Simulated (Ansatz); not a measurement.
arachno-B4H10 (B4H10), relaxed as a singlet with RKS PBE0-D4/def2-SVP in Ansatz, starting from the GFN2-xTB geometry. Force threshold 0.02 eV/Å.

Start:

Cartesian coordinates in Å:
```
B 0.2597 1.2556 -0.9329
B 0.9577 -0.4012 0.0074
B -0.5262 -0.5951 1.3698
B -0.5658 -0.5750 -0.6527
H 0.6973 1.4828 -2.0017
H 1.8971 -1.0750 -0.2114
H -0.6321 -1.6455 1.8906
H -0.9066 -1.3914 -1.4282
H 1.3029 0.8168 -0.1924
H -0.8820 0.5715 -1.1368
H 0.8021 -0.3581 1.2785
H -1.3885 -0.6095 0.3294
H -0.1156 2.1822 -0.3037
H -0.9001 0.3420 1.9839
```

```csv
step,energy (eV),largest force component (eV/Å),SCF passes
1,-2860.6953,1.633,20
2,-2861.1758,1.067,25
3,-2861.3820,0.359,25
4,-2861.3991,0.040,24
5,-2861.4003,0.051,23
6,-2861.4005,0.028,19
7,-2861.4006,0.003,18
```

Force components are those of the run's own axes.

End:

```xyz
14

B     0.2513    1.1100   -0.8709
B     0.9460   -0.3148    0.0707
B    -0.4663   -0.5751    1.2270
B    -0.6213   -0.4928   -0.6084
H     0.7106    1.2697   -1.9730
H     1.7671   -1.1102   -0.2873
H    -0.5456   -1.6803    1.6996
H    -0.7591   -1.3971   -1.3818
H     1.3746    0.8788   -0.0409
H    -1.0520    0.6032   -1.0922
H     0.9022   -0.2306    1.3403
H    -1.5244   -0.5062    0.2889
H    -0.1248    2.0839   -0.2582
H    -0.8583    0.3615    1.8861
```

By distances, no bond broke or formed. The bond that changes most is B1–B2, from 2.03 to 1.84 Å (atoms count from 1).

No frequencies were taken in this run, so the end may be a saddle point.

Hardware: 4 threads of Arm Neoverse V2 on a shared host. Wall time 8.5 s.
